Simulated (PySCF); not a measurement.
## Simulated absorption spectrum

Species: C5H11NO.
Cartesian coordinates in Å at the GFN2-xTB level; atoms count from 1:
```
atom  x, y, z in Å
C1    -0.0587    0.2783    1.5043
C2    -0.2633    0.0237    0.0068
C3    -1.6872   -0.4790   -0.2335
C4    -0.0365    1.3128   -0.7911
C5     0.7150   -1.0583   -0.4712
N6     2.0262   -0.7546   -0.3197
O7     0.3663   -2.1126   -0.9513
H8     0.9212    0.7013    1.7148
H9    -0.8113    0.9780    1.8621
H10   -0.1599   -0.6493    2.0631
H11   -2.4124    0.2625    0.0929
H12   -1.8555   -1.4033    0.3124
H13   -1.8396   -0.6837   -1.2897
H14    0.9449    1.7423   -0.5999
H15   -0.1258    1.1185   -1.8578
H16   -0.7869    2.0505   -0.5138
H17    2.7102   -1.4307   -0.6155
H18    2.3445    0.1100    0.0756
```

Method: TDDFT wB97X-D/def2-SVPD, vertical, gas phase, core orbitals frozen in the response in PySCF 2.14.0, density-fitted response routines.

Each state is given a Gaussian of 0.3 eV full width at half maximum, with ε(max) = 2.175×10⁸ f / Δν̃ (Δν̃ the width in cm⁻¹). The width is an assumption, not a result. The curve ends short of the highest state used, and states not computed would add to its high-energy end.

(E (eV), ε (L mol⁻¹ cm⁻¹)): (5.30, 0), (5.36, 1), (5.43, 3), (5.50, 11), (5.56, 25), (5.63, 49), (5.70, 70), (5.76, 74), (5.83, 60), (5.90, 36), (5.96, 19), (6.03, 6), (6.10, 2), (6.16, 0), (6.23, 0), (6.30, 0), (6.36, 0), (6.43, 0), (6.50, 0), (6.56, 0), (6.63, 0), (6.70, 0), (6.76, 0), (6.83, 2), (6.90, 10), (6.96, 37), (7.03, 134), (7.10, 368), (7.16, 706), (7.23, 1200), (7.30, 1645), (7.36, 1897), (7.43, 2168), (7.50, 2996), (7.56, 4846), (7.63, 8580), (7.70, 12519), (7.76, 13939), (7.83, 12028), (7.90, 7694), (7.96, 4138), (8.03, 1588), (8.10, 773), (8.16, 1179)

(1) Locate the maxima and give the states behind the curve.

(2) On this curve, what absorbance would a 10⁻⁵ mol/L sample give at 222 nm over a 1 cm path?

(3) Does any computed singlet lie in the visible range?

(4) Coming from long wavelengths, where does ε first pass 100 L mol⁻¹ cm⁻¹?

Answers

(1) 216 nm (5.75 eV), ε about 75, made up of S1 (100%); 160 nm (7.76 eV), ε about 14000, made up of S4 (100%) (ε in L mol⁻¹ cm⁻¹; maxima over ε = 5, shares over 10%). At its high-energy end, 8.16 eV, the curve is still rising (ε about 1200, from S5 and S6). The states used: S1 5.75 eV (f 0.0008); S2 7.29 eV (f 0.012); S3 7.45 eV (f 0.013); S4 7.76 eV (f 0.154); S5 8.39 eV (f 0.038); S6 8.48 eV (f 0.115); S7 8.63 eV (f 0.0004); S8 8.76 eV (f 0.0005).

(2) 222 nm is 5.585 eV, where ε is about 33 L mol⁻¹ cm⁻¹, so A = ε c l ≈ 0.00033 (Beer–Lambert, with the gas-phase spectrum and the assumed width).

(3) No computed singlet lies in the visible range (380 to 750 nm); the lowest, at 216 nm, stands 2.48 eV above its violet end (3.26 eV).

(4) At about 177 nm (7.01 eV), 1.27 eV above S1.

One conformer stands for the species.
